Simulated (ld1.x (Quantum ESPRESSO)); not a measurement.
## Si (Z = 14), TM semilocal: configuration errors across variants

```json
{
 "Element": "silicon",
 "Generator": "ld1.x (Quantum ESPRESSO) 7.5",
 "Type": "norm-conserving Troullier–Martins (semilocal form)",
 "Functional": "LDA (PZ)",
 "Relativity": "non-relativistic",
 "Frozen core": "[Ne]",
 "Valence charge": "4",
 "Reference configuration": "3s2 3p1.5 (charge +0.5)",
 "Partial waves": "3s (bound): rc 1.85 bohr; 3d channel at 0.15 Ry: rc 1.75 bohr; 3p (bound): rc 1.55 bohr",
 "Local potential": "the p channel",
 "Core correction": "none"
}
```

All-electron excitation energies from the reference (eV): (1) 3s2 3p2 -2.970; (2) 3s2 3p1 4.870; (3) 3s2 3p0 20.996; (4) 3s1 3p2 12.219; (5) 3s0 3p4 10.692; (6) 3s2 3p2.3 -3.929; (7) 3s1 3p3 3.780; (8) 3s2 3p1.5 spin -0.399; (9) 3s2 3p2 spin -3.581.

Spin tests fill each open shell by Hund’s rule, majority spin first.

In the semilocal form every listed channel keeps its own potential, so the choice of the local channel does not act on these tests. It acts once the file is put into the separable form.

A semilocal file is local in each channel, so a ghost entry of none says nothing of the separable form that plane-wave codes build from it.

3 further variants failed, have other tests or another functional or relativity, and are left out.

Errors AE − PS in meV (a dash: test not solved or not reliable):

| change | (1) | (2) | (3) | (4) | (5) | (6) | (7) | (8) | (9) | bound ghosts |
| --- | --- | --- | --- | --- | --- | --- | --- | --- | --- | --- |
| base | +0.7 | +1.6 | +28 | +12 | +17 | +1.4 | +3.4 | +30 | +41 | none |
| wave 3d channel at 0.15 Ry: rc 1.75 bohr becomes 3d channel at 0.15 Ry: rc 2.44 bohr | +0.7 | +1.6 | +28 | +12 | +17 | +1.4 | +3.4 | +30 | +41 | none |
| local potential the s channel | +0.7 | +1.6 | +28 | +12 | +17 | +1.4 | +3.4 | +30 | +41 | none |
| wave 3d channel at 0.15 Ry: rc 1.75 bohr becomes 3d channel at 0.21 Ry: rc 1.75 bohr | +0.7 | +1.6 | +28 | +12 | +17 | +1.4 | +3.4 | +30 | +41 | none |
| wave 3p (bound): rc 1.55 bohr becomes 3p (bound): rc 1.50 bohr | +0.8 | +1.6 | +28 | +12 | +19 | +1.4 | +3.7 | +30 | +41 | none |
| all radii scaled by about 0.96 (s 1.76, p 1.48, d 1.68 bohr) | +0.7 | +1.6 | +27 | +13 | +23 | +1.4 | +4.6 | +29 | +41 | none |

(1) Give the same row for: type ultrasoft, which also changes the form from semilocal to separable; waves now 3s (bound): rcut 1.60, rcutus 1.85 bohr; 3s channel at -0.65 Ry: rcut 1.60, rcutus 1.85 bohr; 3p (bound): rcut 1.35, rcutus 1.55 bohr; 3p channel at 0.2 Ry: rcut 1.35, rcutus 1.55 bohr; 3d channel at 0.15 Ry: rcut 1.50, rcutus 1.75 bohr; 3d channel at 1.9 Ry: rcut 1.50, rcutus 1.75 bohr; local potential all-electron potential smoothed inside 1.45 bohr (lloc = -2); augmentation built from norm-conserving waves at rcut, not smoothed further.

## Answers

(1) +0.4, +1.0, +23, +12, +31, +0.6, +7.2, +30, +41; bound ghosts: none.
